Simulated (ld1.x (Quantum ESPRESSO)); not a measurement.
# Pseudopotential generation for barium: TM, PBEsol, scalar-relativistic.

Input for ld1.x (Quantum ESPRESSO) 7.5:

```
&input
   title='Ba', zed=56., rel=1, dft='PBESOL', iswitch=3,
   config='[Xe] 5d0.5 6s1.5 6p0',
   nld=3, rlderiv=4.55, eminld=-4.0, emaxld=5.0, deld=0.02
 /
 &inputp
   pseudotype=2, tm=.true., lloc=2,
   nlcc=.true., new_core_ps=.true., rcore=0.90,
   file_pseudopw='Ba.UPF', file_wfcaegen='ae.wfc', file_wfcncgen='nc.wfc', file_beta='beta', file_chi='chi'
 /
3
5S  1  0   2.00   0.00  1.90  1.90  0.0
5P  2  1   6.00   0.00  1.95  1.95  0.0
5D  3  2   0.50   0.00  4.20  4.20  0.0
 &test
   configts(1)='5s2 5p6 5d0.5 6s1.5 6p0'
 /
```

Command:

```bash
ld1.x < Ba.in > Ba.out
```

Resulting log (shortened: banner, matrices, multipoles, cross overlaps and the repeated all-electron block are left out):

```
[... start of the log left out ...]
     --------------------- Generating NC pseudopotential ---------------------

      Generating local pot.: lloc=2, matching radius rcloc =   4.2000

      Computing core charge for nlcc:

       r > 0.90 : true rho core
      Core charge pseudized with two Bessel functions
      Integrated core pseudo-charge :  28.13

      Wfc   5S  rcut= 1.915  Using Troullier-Martins method

      Wfc   5P  rcut= 1.963  Using Troullier-Martins method

       Warning: n=2, l=0 expected 1 nodes, found 2
       Setting wfc to zero for this iteration
       (This warning will only be printed once per wavefunction)

     ------------------- End of pseudopotential generation -------------------

     Computing logarithmic derivative in   4.56500

       Warning: n=1, l=0 expected 0 nodes, found 1
       Setting wfc to zero for this iteration
       (This warning will only be printed once per wavefunction)

       Warning: n=2, l=1 expected 0 nodes, found 1
       Setting wfc to zero for this iteration
       (This warning will only be printed once per wavefunction)

 %%%%%%%%%%%%%%%%%%%%%%%%%%%%%%%%%%%%%%%%%%%%%%%%%%%%%%%%%%%%%%%%%%%%%%%%%%%%%%
     Error in routine run_pseudo (1):
     Errors in PS-KS equation
 %%%%%%%%%%%%%%%%%%%%%%%%%%%%%%%%%%%%%%%%%%%%%%%%%%%%%%%%%%%%%%%%%%%%%%%%%%%%%%

     stopping ...
```

The run stopped because the pseudo-atom solver did not find the valence states with the expected number of nodes, which is the usual sign of a ghost state.

The run took about 1.9 s on one core of a shared server CPU.
